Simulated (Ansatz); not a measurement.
Geometry optimisation, DFT PBE-D3(BJ), scalar-relativistic, plane waves, PAW (Ansatz 0.2.0).

Input file:

```yaml
crystal:
  lattice:
    - [4.58, 0.0, 0.0]
    - [2.29, 3.966396, 0.0]
    - [0.0, 0.0, 16.382645]
  atoms:
    - { symbol: Be, position: [-0.1666667, 0.3333333, 0.0610402] }
    - { symbol: Be, position: [0.3333333, 0.3333333, 0.0610402] }
    - { symbol: Be, position: [-0.1666667, 0.8333333, 0.0610402] }
    - { symbol: Be, position: [0.3333333, 0.8333333, 0.0610402] }
    - { symbol: Be, position: [0.0, 0.0, 0.1705595] }
    - { symbol: Be, position: [0.5, 0.0, 0.1705595] }
    - { symbol: Be, position: [0.0, 0.5, 0.1705595] }
    - { symbol: Be, position: [0.5, 0.5, 0.1705595] }
    - { symbol: Be, position: [-0.1666667, 0.3333333, 0.2800787] }
    - { symbol: Be, position: [0.3333333, 0.3333333, 0.2800787] }
    - { symbol: Be, position: [-0.1666667, 0.8333333, 0.2800787] }
    - { symbol: Be, position: [0.3333333, 0.8333333, 0.2800787] }
    - { symbol: Be, position: [0.0, 0.0, 0.389598] }
    - { symbol: Be, position: [0.5, 0.0, 0.389598] }
    - { symbol: Be, position: [0.0, 0.5, 0.389598] }
    - { symbol: Be, position: [0.5, 0.5, 0.389598] }
    - { symbol: Cl, position: [0.66808, 0.1746482, 0.4842103] }
basis:
  ecutwfc: 420.0
kpoints:
  mp_grid: { grid: [5, 5, 1] }
hamiltonian:
  xc: pbe
  dispersion: d3bj
scf:
  occupations: { method: gaussian, width: 0.05 }
  lower_state_search: "off"
relax:
  f_tol: 0.03
  max_steps: 60
  adjacent_minimum: "off"
  constraints: [{ sites: [0, 1, 2, 3] }]
output:
  write_density: true
  write_potential: true
  elf: true
  volumetric_format: npy
```

Launched with:

```bash
$ ansatz run input.yaml --threads 1 --pin off --max-ram 3072MiB --backend cpu --events-out ev --progress --plain --runs-dir out
```

Q: Where does it end, and by what steps?

A: The forces met the threshold. Limits of this set-up: thin slab, slab without dipole correction, odd electron count without spin, open-shell adsorbate without spin. After 4 steps the energy has fallen by 0.388 eV; Cl17 moved furthest, 0.22 Å.

```tsv
step	energy less start (eV)	largest force component (eV/Å)	accepted
0	0.0000	1.777	yes
1	-0.3281	0.858	yes
2	-0.3803	0.286	yes
3	-0.3768	0.313	no
4	-0.3880	0.010	yes
```

```xyz
17
Lattice="4.5800 0.0000 0.0000 2.2900 3.9664 0.0000 0.0000 0.0000 16.3826" Properties=species:S:1:pos:R:3
Be 0.000 1.322 1.000
Be 2.290 1.322 1.000
Be 1.145 3.305 1.000
Be 3.435 3.305 1.000
Be 0.003 -0.002 2.828
Be 2.287 -0.002 2.828
Be 1.145 1.983 2.815
Be 3.435 1.987 2.828
Be -0.023 1.309 4.626
Be 2.314 1.309 4.626
Be 1.145 3.333 4.626
Be 3.435 3.306 4.552
Be 0.035 -0.020 6.482
Be 2.255 -0.020 6.482
Be 1.145 1.984 6.213
Be 3.435 2.024 6.482
Cl 3.436 0.662 8.146
```

Time of the run: 59 s on 1 thread of Arm Neoverse V2, with other jobs on the host, peak memory 0.48 GiB.
